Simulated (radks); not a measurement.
Results of a calculation; reference values are marked as such.
Sm XXIV, configuration [Kr] 4d3.

Code: a radial shooting solver on a logarithmic mesh with Libxc functionals. Model: scalar-relativistic Kohn-Sham, PBE, spin-unpolarised, spherical densities, point nucleus.

Energy parts (eV):
part                      energy
total                 -277455.38
kinetic                297068.15
electron-nucleus      -647910.91
Hartree                 79088.28
exchange-correlation    -5700.91

Orbitals (lengths in bohr, moments of r in powers of bohr; <r^-3> diverges for s and p1/2; r(max) is where P^2 peaks; r(90%) holds 90 % of the orbital's charge):
| orbital | occ. | eigenvalue (eV) | r(max) | <r^-3> | r(90%) |
|---|---|---|---|---|---|
| 1s | 2 | -47372.86 | 0.01449 | - | 0.0411 |
| 2s | 2 | -8320.829 | 0.08213 | - | 0.150 |
| 2p | 6 | -7497.494 | 0.06634 | 10170 | 0.139 |
| 3s | 2 | -2343.666 | 0.2329 | - | 0.371 |
| 3p | 6 | -2086.174 | 0.2282 | 2135 | 0.376 |
| 3d | 10 | -1741.322 | 0.1866 | 291.0 | 0.355 |
| 4s | 2 | -938.5468 | 0.5199 | - | 0.765 |
| 4p | 6 | -846.7943 | 0.5357 | 579.5 | 0.798 |
| 4d | 3 | -719.6718 | 0.5402 | 73.84 | 0.834 |

The highest occupied level is 4d at -719.67 eV. For comparison, the ionisation energy in NIST's Atomic Spectra Database is 742 eV (theoretical). In exact Kohn-Sham theory the highest level is minus the ionisation energy, but local and semilocal functionals leave it too shallow, through self-interaction and a potential that decays too fast; potentials with the right tail come closer. The density falls to 0.001 e/bohr^3 at r = 1.43 bohr. Summed over all electrons, <r^2> = 5.158 bohr^2, which gives a Langevin (diamagnetic) susceptibility term of -4.08 x 10^-6 cm^3/mol.

Beside tabulated values, note that spin-unpolarised runs miss the spin-polarisation part of the exchange energy of open shells.
